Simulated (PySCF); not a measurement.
`C=C(F)CC[NH2+]C`: 4 charge schemes on one density

Species: C5H11FN (charge +1).
Z-matrix (Å and degrees, GFN2-xTB geometry), rows numbered from 1:
```
C 
C   1  1.3139
F   2  1.3740  1  119.74
C   2  1.5014  1  129.20  3  -179.70
C   4  1.5305  2  112.57  1  -126.55
N   5  1.4881  4  111.47  2   -68.93
C   6  1.4740  5  113.61  4   178.41
H   1  1.0729  2  121.11  3  -179.71
H   1  1.0751  2  121.18  3     0.83
H   4  1.0887  2  108.36  1    -6.03
H   4  1.0947  2  109.36  1   111.02
H   5  1.0918  4  110.03  2   170.78
H   5  1.0924  4  110.05  2    51.12
H   6  1.0278  5  108.89  4   -59.12
H   6  1.0335  5  108.06  4    56.17
H   7  1.0885  6  110.11  5    60.57
H   7  1.0882  6  109.89  5   -59.29
H   7  1.0878  6  110.31  5  -179.19
```

Density: PBE0/pcSseg-1 (PySCF); schemes: Mulliken, IAO, Hirshfeld and ESP-fitted. The structure is a single GFN2-xTB conformer in the gas phase; no vibrational or solvent corrections.

Question: Atoms with like bonding are taken together and averaged. At which atom do the 4 schemes differ most?

Answer: At C1: from -0.581 (ESP-fitted) to -0.088 e (Hirshfeld), 0.493 e apart.

Question: Do the Mulliken, IAO, Hirshfeld and ESP-fitted schemes agree on where the charge is lowest?

Answer: The schemes don't all agree: Mulliken N6 (-0.350); IAO C1 (-0.333); Hirshfeld C1 (-0.088); ESP-fitted C1 (-0.581).

Question: Which atoms carry the highest charge in the Mulliken, IAO, Hirshfeld and ESP-fitted schemes?

Answer: The schemes don't all agree: Mulliken H14/H15 (+0.277); IAO H14/H15 (+0.324); Hirshfeld H14/H15 (+0.178); ESP-fitted C2 (+0.357).

Question: Give the atomic charges in each scheme.

Answer: In e; atoms taken as equivalent share a row and are averaged (×n: the atom named and its like, n in all):

```json
{"atom": "C1", "environment": "terminal =CH2 carbon", "Mulliken": "-0.124", "IAO": "-0.333", "Hirshfeld": "-0.088", "ESP-fitted": "-0.581"}
{"atom": "C2", "environment": "vinylic C–F carbon", "Mulliken": "+0.108", "IAO": "+0.261", "Hirshfeld": "+0.088", "ESP-fitted": "+0.357"}
{"atom": "F3", "environment": "vinyl fluorine", "Mulliken": "-0.316", "IAO": "-0.292", "Hirshfeld": "-0.066", "ESP-fitted": "-0.220"}
{"atom": "C4", "environment": "allylic carbon", "Mulliken": "-0.225", "IAO": "-0.293", "Hirshfeld": "-0.061", "ESP-fitted": "-0.352"}
{"atom": "C5", "environment": "sp3 carbon bound to nitrogen", "Mulliken": "-0.104", "IAO": "-0.165", "Hirshfeld": "+0.019", "ESP-fitted": "+0.026"}
{"atom": "N6", "environment": "ammonium nitrogen", "Mulliken": "-0.350", "IAO": "-0.180", "Hirshfeld": "+0.042", "ESP-fitted": "-0.076"}
{"atom": "C7", "environment": "N-methyl carbon", "Mulliken": "-0.140", "IAO": "-0.330", "Hirshfeld": "-0.013", "ESP-fitted": "-0.361"}
{"atom": "H8", "environment": "vinylic hydrogen", "Mulliken": "+0.159", "IAO": "+0.188", "Hirshfeld": "+0.078", "ESP-fitted": "+0.252"}
{"atom": "H9", "environment": "vinylic hydrogen", "Mulliken": "+0.168", "IAO": "+0.197", "Hirshfeld": "+0.078", "ESP-fitted": "+0.272"}
{"atom": "H10/H11", "environment": "methylene hydrogen", "Mulliken": "+0.179", "IAO": "+0.181", "Hirshfeld": "+0.073", "ESP-fitted": "+0.162"}
{"atom": "H12/H13", "environment": "methylene hydrogen", "Mulliken": "+0.188", "IAO": "+0.181", "Hirshfeld": "+0.078", "ESP-fitted": "+0.108"}
{"atom": "H14/H15", "environment": "N–H hydrogen", "Mulliken": "+0.277", "IAO": "+0.324", "Hirshfeld": "+0.178", "ESP-fitted": "+0.300"}
{"atom": "H16/H17/H18", "environment": "methyl hydrogen", "Mulliken": "+0.179", "IAO": "+0.192", "Hirshfeld": "+0.088", "ESP-fitted": "+0.182"}
```

Mean size of the charges over all atoms: IAO 0.232 e, ESP-fitted 0.232 e, Mulliken 0.195 e, Hirshfeld 0.081 e. Each set sums to the total charge, 1, to within 0.001 e. The Hirshfeld scheme divides the density at each point in proportion to the densities of the neutral, spherically averaged free atoms.

Some averages cover members that differ in this geometry: H10/H11, ESP-fitted +0.137 to +0.186; H14/H15, Hirshfeld +0.162 to +0.194; H10/H11, IAO +0.166 to +0.196 e.

Question: How closely do the schemes follow one another over all atoms?

Answer: Correlation coefficient and root-mean-square difference: IAO with ESP-fitted 0.94, 0.092 e; Mulliken with IAO 0.93, 0.091 e; IAO with Hirshfeld 0.92, 0.171 e; Hirshfeld with ESP-fitted 0.90, 0.197 e; Mulliken with Hirshfeld 0.82, 0.146 e; Mulliken with ESP-fitted 0.78, 0.162 e.

Question: Sum the charges by element, for elements with more than one atom.

Answer: 
```tsv
element	atoms	Mulliken	IAO	Hirshfeld	ESP-fitted
C	5	-0.485	-0.859	-0.055	-0.911
H	11	+2.151	+2.331	+1.078	+2.207
```
